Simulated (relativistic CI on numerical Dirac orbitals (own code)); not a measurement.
Co⁴⁺ in a cubic cluster: 2p photoemission with charge transfer

Computed with a charge-transfer multiplet model of a cubic metal-ligand cluster with up to one ligand hole, Slater and spin-orbit integrals from Dirac-Coulomb-Breit ions, Slater integrals scaled by 0.8. The parameters are those of a tetrahedral site (10Dq negative, t2 hopping the larger). The ground state mixes d5 with configurations of k ligand holes L, whose averages lie at kΔ + k(k − 1)U_dd/2; a core hole lowers each added d electron by U_cd. 300 K, Lorentzian 0.6 eV and Gaussian 0.8 eV FWHM.

Atomic integrals in eV (Slater integrals scaled, ζ unscaled), ground: F2dd 10.866, F4dd 6.824, zeta_d 0.080; with the core hole: F2dd 12.169, F4dd 7.677, zeta_d 0.112, zeta_core 9.655, F2cd 7.386, G1cd 5.771, G3cd 3.286.

Cluster parameters (eV): U_dd = 5.9, U_cd = 6.6, 10Dq = -0.25, 10Dq(ligand) = 0, V(eg) = 1.02, V(t2g) = -1.74, final-state hopping factor = 0.9.

```json
{"Case": "Δ = 0.1 eV", "n_d": "5.30", "d5": "0.70", "d6L": "0.30", "S": "2.50"}
{"Case": "Δ = 1.1 eV", "n_d": "5.25", "d5": "0.75", "d6L": "0.25", "S": "2.50"}
{"Case": "Δ = 3.1 eV", "n_d": "5.17", "d5": "0.83", "d6L": "0.17", "S": "2.50"}
```

Weights, n_d and S are thermal averages at 300 K. Binding energies count from the first peak over 30 % of the highest in each spectrum, which can be another peak from case to case. The parameters are a model scan and need not match a compound or its usual spin state. Peaks in eV (height, largest 100):
- Δ = 0.1 eV: 0.0 (100), 1.8 (78), 4.8 (22), 6.9 (36), 8.2 (30), 16.5 (49), 17.9 (44), 20.0 (15), 23.5 (15), 25.2 (15)
- Δ = 1.1 eV: 0.0 (100), 1.7 (73), 5.2 (21), 6.5 (31), 8.0 (30), 14.0 (9), 16.5 (48), 17.9 (44), 20.3 (13), 23.0 (15), 24.8 (14)
- Δ = 3.1 eV: 0.0 (100), 1.3 (74), 6.1 (26), 7.8 (23), 12.3 (7), 16.6 (45), 18.0 (46), 21.1 (11), 22.8 (12), 24.3 (10)

Curve for Δ = 0.1 eV (points under 2 left out, the grid thinned):

| E (eV) | Intensity |
| --- | --- |
| -3.5 | 2.1 |
| -2.8 | 3.0 |
| -2.1 | 5.1 |
| -1.3 | 13.6 |
| -0.6 | 57.4 |
| 0.1 | 97.1 |
| 0.9 | 68.0 |
| 1.6 | 77.7 |
| 2.3 | 66.6 |
| 3.0 | 39.2 |
| 3.7 | 24.6 |
| 4.5 | 20.8 |
| 5.2 | 20.1 |
| 5.9 | 17.6 |
| 6.7 | 33.8 |
| 7.4 | 30.2 |
| 8.1 | 29.8 |
| 8.8 | 24.3 |
| 9.5 | 18.4 |
| 10.3 | 11.7 |
| 11.0 | 7.3 |
| 11.7 | 5.5 |
| 12.5 | 4.3 |
| 13.2 | 5.5 |
| 13.9 | 9.2 |
| 14.6 | 10.8 |
| 15.3 | 14.1 |
| 16.1 | 41.2 |
| 16.8 | 45.0 |
| 17.5 | 42.0 |
| 18.3 | 41.3 |
| 19.0 | 21.2 |
| 19.7 | 14.6 |
| 20.4 | 13.3 |
| 21.1 | 8.1 |
| 21.9 | 8.1 |
| 22.6 | 10.1 |
| 23.3 | 14.1 |
| 24.1 | 10.2 |
| 24.8 | 12.1 |
| 25.5 | 13.4 |
| 26.2 | 5.5 |
| 26.9 | 2.3 |
| 29.3 | 2.5 |
| 30.0 | 2.0 |

For the case Δ = 0.1 eV, Δ = 0.1 eV is smaller than U_dd = 5.9 eV, the charge-transfer side of the Zaanen-Sawatzky-Allen scheme. With the core hole the configuration with one ligand hole lies at Δ − U_cd = -6.5, -5.5, -3.5 eV from the one without, in the order of the table; where this is negative the screened configuration lies lower, though the effective hopping of about 2.9 eV (from the holes of the mixed ground state) mixes the two strongly wherever it is as large as the gap.

With at most 1 ligand hole the space is cut while the next configuration still counts, so covalency is underestimated, and a final configuration with one more ligand hole, which can lie low, is missing from the spectra.
